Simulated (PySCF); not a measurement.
**Potential energy of SeBr along the bond**

Set-up: basis Se cc-pVTZ-PP with ECP10, Br cc-pVTZ-PP with ECP10; scalar-relativistic core potentials; PySCF 2.14. Energies in eV from Se + Br in their ground configurations at the same level. All curves are PBE0. state 1: ²Π (doublet), unpaired electrons π ↑; state 2: ⁴Σ⁻ (quartet), unpaired electrons σ ↑, π ↑↑, a second solution, started from another occupation.

```
R (Å)  state 1  state 2
1.954   -1.258    2.216
2.045   -1.986    1.011
2.136   -2.375    0.166
2.204   -2.507   -0.288
2.272   -2.540   -0.623
2.340   -2.499   -0.862
2.431   -2.363   -1.063
2.545   -2.109   -1.176
2.681   -1.739   -1.174
2.863   -1.226   -1.042
```

Q: Put a parabola through the three lowest points of the state 1 curve and estimate Re, k and ωe (reduced mass 39.71 u; 1 eV/Å² = 0.16022 mdyn/Å; ωe = 1302.8·√(k/μ) cm⁻¹).

A: Through R = 2.204, 2.272, 2.34 Å the second-order coefficient is 8.00 eV/Å², so Re ≈ 2.268 Å, k ≈ 2.56 mdyn/Å and ωe ≈ 331 cm⁻¹. A polynomial fit of higher order to the unrounded PBE0 energies gives Re = 2.265 Å, k = 2.61 mdyn/Å, ωe = 334 cm⁻¹; anharmonicity and rounding make the difference.

The higher-order fit for each curve: state 1: Re = 2.265 Å, ωe = 334 cm⁻¹, De = 2.54 eV; state 2: Re = 2.608 Å, ωe = 209 cm⁻¹, minimum 1.19 eV below the ground-state fragments.

Spin–orbit coupling is left out. The state was picked by a PBE0 search and need not be the measured ground state.
